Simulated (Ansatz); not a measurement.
Basis-set extrapolation for `Cc1ccc(C(C)(C)C)cc1` (PBE0-D4/def2-TZVP geometry, frozen core, the Gaussian-basis code of Ansatz). Multiplicity 1, RHF reference.

```csv
,def2-TZVPP,def2-QZVPP
HF,-426.026208,-426.044709
MP2 correlation,-1.835932,-1.949100
CCSD(T) correlation,-1.995591,not run
```

Energies in hartree. Use E(X) = E(∞) + A·exp(−7.88·√X) for Hartree–Fock and E(X) = E(∞) + B·X^(−2.97) for correlation, with X = 3 and 4, and add CCSD(T) minus MP2 of the smaller set to the MP2 limit.

**Question.** What is the CCSD(T) energy at the basis-set limit?

**Answer.** HF limit: -426.044709 + (-0.018501) × 0.13774 = -426.04726. MP2 limit: -1.949100 + (-0.113168) × 0.74074 = -2.03293. Higher-order term: -1.995591 − (-1.835932) = -0.15966. Total: -428.23985 hartree, 572.5 kJ/mol below CCSD(T)/def2-TZVPP.
